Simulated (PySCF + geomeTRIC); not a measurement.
Species: H₃AlS₃, SMILES `[SH][Al]([SH])[SH]` (charge 0, multiplicity 1).

Q: Give a relaxed geometry from TPSSh-D3(BJ)/def2-TZVP (PySCF + geomeTRIC).

A: One answer among several that fit: the end point of this relaxation, one of several conformers (outside a Z-matrix the atoms follow the SMILES, hydrogens last).
Bonds (Å): S1–Al2 2.186, S1–H5 1.344, Al2–S3 2.184, Al2–S4 2.180, S3–H6 1.344, S4–H7 1.345. Angles (°): Al2–S1–H5 94.1, S1–Al2–S3 123.8, S1–Al2–S4 119.2, S3–Al2–S4 116.9, Al2–S3–H6 93.8, Al2–S4–H7 92.9.
